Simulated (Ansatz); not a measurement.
[M(H2O)4] with several metals: gap (eV) at several levels, gas phase, relaxed structures; Ansatz. HOMO and LUMO are taken over both spins. Singlets are spin-restricted. Names give formal oxidation states. The structures are stationary points that may keep the symmetry of their start.

```csv
species,state,geometry,PBE-D4/def2-SVP,PBE-D4/def2-TZVP,r2SCAN-D4/def2-TZVP,PBE0-D4/def2-TZVP
[Ni(H2O)4]2+ (NiO4H8²⁺),triplet,PBE-D4/def2-SVP,1.03,1.02,2.56,6.15
[Cr(H2O)4]2+ (CrO4H8²⁺),quintet,B3LYP-D4/def2-SVP,2.17,2.13,2.83,6.23
[Cu(H2O)4]2+ (CuO4H8²⁺),doublet,r2SCAN-D4/def2-SVP,1.46,1.55,2.46,5.98
```

Estimate the column for PBE0-D4/def2-SVP.

[Ni(H2O)4]2+ (NiO4H8²⁺) 6.21; [Cr(H2O)4]2+ (CrO4H8²⁺) 6.25; [Cu(H2O)4]2+ (CuO4H8²⁺) 5.62.

Over the 3 species that have every level, the mean is 1.55 at PBE-D4/def2-SVP, 1.57 at PBE-D4/def2-TZVP, 2.62 at r2SCAN-D4/def2-TZVP, 6.02 at PBE0-D4/def2-SVP, 6.12 at PBE0-D4/def2-TZVP. Orbital gaps grow with the share of exact exchange and aren't one observable across functionals.
